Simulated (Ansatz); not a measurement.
Consider the formal loss of a carbene: `C[SiH2][SiH2]N` → `[CH2]` (triplet) + `N[SiH2][SiH3]`.

Isolated molecules relaxed with PBE0-D4/def2-TZVP in Ansatz; ΔE leaves out vibrations. CCSD(T)/CBS adds triple-zeta CCSD(T) − MP2 to the extrapolated MP2 energy (def2 sets, frozen cores). This one scheme is used for every species. DFT in def2-TZVPP. HSE06 is defined as in plane-wave codes. Triplets are unrestricted, without spin–orbit coupling. One conformer a species, not always the lowest.

Task: Is it downhill or uphill in electronic energy at CCSD(T)/CBS, and by how much? (Estimate.)

Result: The calculation gave: Uphill: ΔE = +113.1 kcal/mol.

Task: What do these levels give: B97M-V, r2SCANh-D4, HSE06-D4, r2SCAN, r2SCAN0, SCS-MP2/def2-QZVPP? (An estimate is asked.)

Result: Ansatz gave: B97M-V 113.4, r2SCANh-D4 107.7, HSE06-D4 112.7, r2SCAN 107.7, r2SCAN0 106.6, SCS-MP2/def2-QZVPP 115.3 kcal/mol.

Largest T1 diagnostic among the species: 0.011.

From PBE to PBE0 (25 % exact exchange), in def2-TZVPP and without D4, ΔE moves by −1.8 kcal/mol. The D4 term adds +2.4 kcal/mol with B3LYP and +1.3 kcal/mol with PBE0; it sums over pairs of atoms, weighted by their polarisabilities, and B3LYP, whose exchange is more repulsive, gets the larger term. In def2-TZVPP, CCSD(T) changes the Hartree–Fock value by +33.2 kcal/mol (the triples alone add +2.7 kcal/mol) and MP2 by +36.8 kcal/mol.

B3LYP here is the variant with VWN-RPA as its local correlation; programs differ in this.
